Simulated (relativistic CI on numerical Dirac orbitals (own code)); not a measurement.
## The spin-orbit constant of C from its measured fine structure

Problem. The ground term 3P of C (2s2 2p2) has the measured levels J = 0: 0.0, J = 1: 16.4, J = 2: 43.4 cm⁻¹ (NIST Handbook of Basic Atomic Spectroscopic Data (Sansonetti and Martin, J. Phys. Chem. Ref. Data 34, 1559 (2005))). Test the interval rule and estimate ζ(2p).

Working.
1. In LS coupling E(J) − E(J − 1) = AJ. The intervals give A = 16.4 (J = 1), 13.5 (J = 2) cm⁻¹.
2. These values spread by 20 % of their mean, from second-order spin-orbit mixing with other terms and from spin-spin terms.
3. The whole width divided by the sum of the upper J values gives a mean A = 14.5 cm⁻¹.
4. For the Hund term of a shell that is less than half full, A = +ζ/2S with 2S = 2, so ζ = 29 cm⁻¹.

Check. The value calculated from Dirac-Coulomb-Breit radial functions of this configuration is ζ = 30 cm⁻¹, 5 % above the estimate from measurement. The same recipe applied to the calculated levels returns 26 cm⁻¹, which shows the bias of the recipe itself. Where the interval rule fails, the estimate is only rough.
